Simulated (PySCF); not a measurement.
Al(OH)2 (AlH₂O₂), SMILES [OH][Al+][OH], charge +1. Atoms are numbered in the order given.

```xyz
5

Al     0.0000     0.0000     0.0000
O     -0.0626    -1.6012     0.0000
H      0.3233    -2.4784     0.0000
O      0.0626     1.6012     0.0000
H     -0.3233     2.4784     0.0000
```
Charge +1, spin multiplicity 1.

Geometry: B3LYP-D3(BJ)/def2-TZVP. The multiplicity is an assumed one; other spin states were not compared. The isomer is the one that the SMILES or the coordinates give; other isomers of the formula were not compared. One conformer was computed; it need not be the lowest.

All values below come from B3LYP-D3(BJ)/def2-TZVP (PySCF).

Frequencies are harmonic and unscaled.

```
mode  ν (cm⁻¹)  IR (km/mol)  moving atoms (share of kinetic energy)
----  --------  -----------  --------------------------------------
1           50        352.4                 H 44 %, O 35 %, Al 21 %
2          179        220.7                         Al 48 %, O 47 %
3          224          6.5                 H 53 %, Al 35 %, O 13 %
4          232        177.6                          H 90 %, Al 8 %
5          239          0.0                          H 82 %, O 18 %
6          847          0.0                          O 89 %, H 11 %
7         1242        176.6                         Al 55 %, O 40 %
8         3908        899.6                                  H 94 %
9         3916          0.0                                  H 93 %
```
